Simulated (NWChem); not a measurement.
SiCl2F2; SMILES F[Si](F)(Cl)Cl

```xyz
5

F      0.0000     1.2886    -1.2669
Si     0.0000     0.0000    -0.3235
F      0.0000    -1.2886    -1.2669
Cl     1.6729     0.0000     0.8070
Cl    -1.6729     0.0000     0.8070
```
Atoms are numbered in this order, from 1.

Computed with NWChem. All runs use the structure optimised with PBE0/def2-SVP. Level: B3LYP/def2-SVP with SMD (1 M gas to 1 M solution), gas-phase geometry. Reactions with the solvent are ignored.

Question: Estimate the computed values for solvent methanol. Quantities: solvation free energy (kcal/mol); cavity-dispersion-structure term (kcal/mol); dipole in solution (D).

Answer: The solvation free energy (kcal/mol) is -2.4 and the cavity-dispersion-structure term (kcal/mol) is -1.3. The dipole in solution (D) comes out as 0.83.
